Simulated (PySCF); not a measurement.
System (SMILES): Cl[C]F (closed-shell singlet).
Geometry (B3LYP-D3(BJ)/def2-TZVP, fixed):
```xyz
3

F     -1.4677    -0.2909     0.0321
C     -0.5979     0.6705    -0.0192
Cl     0.9880    -0.0826    -0.0102
```
Charge 0, spin multiplicity 1.

How fast the isotropic shielding of F1 converges with the basis for several methods (PySCF): deviation from each method's own reference, in ppm. References: HF -165.08 ppm, the value in pcSseg-3; PBE -262.26 ppm, the value in pcSseg-3; PBE0 -248.35 ppm, the value in pcSseg-3. All functions are spherical. No added dispersion term, no relativity. GIAO; atoms are numbered in the order shown.

| basis | functions | HF | PBE | PBE0 |
|---|---|---|---|---|
| pcSseg-0 | 31 | ___ | -97.97 | -113.31 |
| 3-21G | 31 | ___ | 10.42 | -3.14 |
| def2-SVP | 46 | ___ | 33.21 | 29.96 |
| pcseg-1 | 46 | ___ | 23.81 | 19.83 |
| 6-31G** | 46 | ___ | 29.59 | 27.01 |
| 6-31G* | 46 | ___ | 29.59 | 27.01 |
| 6-31+G* | 58 | ___ | 60.09 | 52.90 |
| pcSseg-1 | 58 | ___ | -11.49 | -11.87 |
| 6-311+G** | 74 | ___ | 17.11 | 12.15 |
| def2-TZVPP | 104 | ___ | 8.79 | 6.17 |
| jun-cc-pV(T+d)Z | 126 | ___ | 21.80 | 19.09 |
| def2-TZVPPD | 128 | ___ | 13.38 | 10.11 |

What belongs in the gaps?


- pcSseg-0, HF: -145.29
- 3-21G, HF: -34.19
- def2-SVP, HF: 18.53
- pcseg-1, HF: 0.53
- 6-31G**, HF: 17.02
- 6-31G*, HF: 17.02
- 6-31+G*, HF: 31.31
- pcSseg-1, HF: -18.21
- 6-311+G**, HF: -2.71
- def2-TZVPP, HF: -2.18
- jun-cc-pV(T+d)Z, HF: 10.29
- def2-TZVPPD, HF: 1.05

Mean absolute deviation over 6-311+G**, def2-TZVPP, jun-cc-pV(T+d)Z, def2-TZVPPD: HF 4.06, PBE0 11.88, PBE 15.27 ppm.
